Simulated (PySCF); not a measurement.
pyrimidine-2-carbonitrile (C5H3N3), SMILES N#Cc1ncccn1.

Coordinates come from a B3LYP-D3(BJ)/def2-SVP optimisation.

Computed with SMD-PBE0/6-31G* (PySCF).

Solvation free energies are E(SMD) − E(gas) at the gas-phase geometry, for 1 M in both phases. In vacuum the dipole moment is 6.22 D.

Question: Rank water, dichloromethane, N,N-dimethylformamide by solvation free energy, most negative first.

Answer: dichloromethane (-9.2 kcal/mol), N,N-dimethylformamide (-8.6 kcal/mol), water (-8.2 kcal/mol)
